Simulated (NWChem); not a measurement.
C2H3I; SMILES C=CI

Computed with NWChem. STO-3G and 3-21G are far too small for this property and stand as cheap habits. The geometry was optimised at PBE0/def2-SVP. def2 effective core potentials on I; no spin-orbit coupling. Field at 589 nm.

**Question.** Order these by “anisotropy (bohr³)”, lowest first: B3LYP/STO-3G (all-electron, non-relativistic); B3LYP/def2-SVPD (core potentials); B3LYP/def2-SVP (core potentials).

**Answer.** B3LYP/STO-3G (all-electron, non-relativistic) (33.2), B3LYP/def2-SVPD (core potentials) (37.6), B3LYP/def2-SVP (core potentials) (44.1)
